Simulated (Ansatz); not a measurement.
**Worked example: GeH3(CN) + CH5GeS → GeH2(CN) + CH6GeS**

Species: GeH3(CN), singlet; CH5GeS `C[S][GeH2]`, doublet; GeH2(CN), doublet; CH6GeS `C[S][GeH3]`, singlet. A radical takes H: the energy is the difference in strength between two Ge–H bonds in different surroundings.

Shapes, held fixed at every level: PBE0-D4/def2-TZVP. Flexible molecules stand in one conformer, not always the lowest. Programs: Ansatz 0.2.0. The zero-point and thermal change to 298 K, harmonic and unscaled (PBE0-D4/def2-TZVP), is -0.4 kJ/mol.

At CCSD(T)/def2-TZVPP; 1 Eh = 2625.50 kJ/mol:

```
 species   energy (Eh)
GeH3(CN)  -2170.093591
  CH5GeS  -2514.349337
GeH2(CN)  -2169.450766
  CH6GeS  -2514.987054
```

Q: Work out ΔH(298 K) of the reaction at this level.

A: 
1. Products less reactants: (-2169.450766) + (-2514.987054) − [(-2170.093591) + (-2514.349337)] = 0.005108 Eh = +13.4 kJ/mol.
2. With the thermal change: +13.4 + (-0.4) = +13.0 kJ/mol.

Other levels give +5.4 (HF/def2-SVP) to +21.7 kJ/mol (SPW92/def2-TZVPP). No measured value is set beside it here. Spin contamination: GeH2(CN) (⟨S²⟩ up to 0.80). Open shells run unrestricted. Relativity is left out for Ge. Outer-core shells of Ge are correlated in most correlated rows, in sets that cover them unevenly.
